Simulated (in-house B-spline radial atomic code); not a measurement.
A run on Sb⁻ that did not converge. Method: scalar-relativistic (X2C) TPSSh, spin-polarised, spherical fractional occupations, exact exchange averaged over the configuration, Fermi nucleus of rms radius 4.6802 fm; computed with a B-spline radial code for spherical atoms.

Command:
```bash
python run_scf.py task.json out
```
Settings (nuclear radius in fm, mass in u):
```
Z                51
configuration    [Kr] 4d10 5s2 5p4
hamiltonian      x2c
method           tpssh
spin_polarised   True
nucleus          fermi
rms_radius       4.6802
atomic_mass      120.90381
speed_of_light   137.035999084
exact_exchange   averaged over the configuration
```

First and last ten iterations of the last attempt (damped for 15 steps, keeping 80 % of the old Fock matrix, then DIIS):
```
 iter        energy (Eh)    residual
    1       -6478.800047    8.49e-02
    2       -6480.028734    9.84e-02
    3       -6480.269909    7.19e-02
    4       -6480.402834    5.31e-02
    5       -6480.478432    3.76e-02
    6       -6480.522241    2.59e-02
    7       -6480.547694    1.82e-02
    8       -6480.562326    1.36e-02
    9       -6480.570581    9.94e-03
   10       -6480.575142    7.13e-03
  111       -6480.520546    1.72e-02
  112       -6475.726713    1.01e-01
  113       -6480.523410    1.65e-02
  114       -6475.625105    9.35e-02
  115       -6475.632925    9.35e-02
  116       -6479.498836    4.76e-02
  117       -6455.541531    2.83e-01
  118       -6455.449068    2.84e-01
  119       -6454.937206    2.83e-01
  120       -6480.557146    1.55e-02
 not converged after 120 iterations
```

The smallest residual met was 1.8e-03; the threshold is about 5e-07. No energy from this run should be used. Time taken, with all properties: 3.9 s on 1 thread of Intel(R) Xeon(R) 6975P-C (shared host).
